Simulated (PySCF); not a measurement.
Shapes and spin states of PdH₃

Computed with PBE0 in PySCF with Pd def2-TZVP with ECP28, H def2-TZVP; scalar-relativistic core potentials, no spin–orbit coupling; density-fitted integrals.

Relaxations began from a few typed shapes and spin states; open shells are unrestricted. The search is not exhaustive: other isomers or separated fragments can lie lower, and high-lying points may rest on an excited occupation.

| spin | group | bonds | angles | imaginary modes (cm⁻¹) | ΔE (kJ/mol) | ΔE with ZPE (kJ/mol) |
| --- | --- | --- | --- | --- | --- | --- |
| doublet | Cs | H–H 0.809 Å, Pd–H 1.571 Å, Pd–H 1.819 Å (×2) | H–H–Pd 77.2° (×2), H–Pd–H 25.7°, H–Pd–H 108.6° (×2) | none | 0.0 | 0.0 |
| doublet | Cs | H–H 0.802 Å, Pd–H 1.571 Å, Pd–H 1.801 Å, Pd–H 1.897 Å | H–H–Pd 70.8°, H–H–Pd 84.3°, H–Pd–H 24.9°, H–Pd–H 89.3°, H–Pd–H 114.2° | 271i | 4.0 | – |
| doublet | C2v | Pd–H 1.511 Å, Pd–H 1.603 Å (×2) | H–Pd–H 58.8° (×2), H–Pd–H 117.6° | 869i | 61.7 | – |
| quartet | D3h | Pd–H 1.648 Å (×3) | H–Pd–H 120.0° (×3) | none | 259.8 | 253.4 |
| quartet | C2v | Pd–H 1.611 Å (×2), Pd–H 1.770 Å | H–Pd–H 68.8° (×2), H–Pd–H 137.5° | none | 336.0 | 324.4 |

The lowest minimum found is the doublet Cs: H–H 0.809 Å, Pd–H 1.571 Å, Pd–H 1.819 Å (×2); H–H–Pd 77.2° (×2), H–Pd–H 25.7°, H–Pd–H 108.6° (×2).

For the lowest minimum: with open d or f shells other occupations or spin states may lie lower.
